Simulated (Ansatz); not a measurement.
One change: `C#CC(=C)C` becomes `BC(=C)C`.

Ansatz, PBE0-D4/def2-TZVP geometries, multiplicity 1. 

| property | `C#CC(=C)C` |
| --- | --- |
| HOMO energy (PBE/def2-TZVPP) / eV | -5.96 |
| HOMO–LUMO gap (B3LYP/def2-TZVPP) / eV | 5.82 |
| HOMO–LUMO gap (ωB97M-V/def2-TZVPP) / eV | 10.44 |
| HOMO–LUMO gap (PBE0/def2-TZVPP) / eV | 6.25 |
| LUMO energy (PBE0/def2-TZVPP) / eV | -0.75 |
| size of the dipole moment (B3LYP/def2-TZVPP) / D | 0.54 |

Problem. Give the same properties after the change, and the shifts. (Estimate.)

Solution. Computed: 
```tsv
property	`BC(=C)C`	shift
HOMO energy (PBE/def2-TZVPP) / eV	-6.91	-0.95
HOMO–LUMO gap (B3LYP/def2-TZVPP) / eV	5.56	-0.26
HOMO–LUMO gap (ωB97M-V/def2-TZVPP) / eV	10.18	-0.26
HOMO–LUMO gap (PBE0/def2-TZVPP) / eV	5.99	-0.26
LUMO energy (PBE0/def2-TZVPP) / eV	-1.94	-1.19
size of the dipole moment (B3LYP/def2-TZVPP) / D	1.16	0.62
```

With PBE0 the HOMO falls by 0.93 eV and the LUMO falls by 1.19 eV, so the gap narrows by about 0.26 eV. PBE moves the HOMO by -0.95 eV and ωB97M-V by -1.00 eV. Dipoles are sizes alone; their direction can turn.

B3LYP here is the variant with VWN-RPA as its local correlation; programs differ in this.
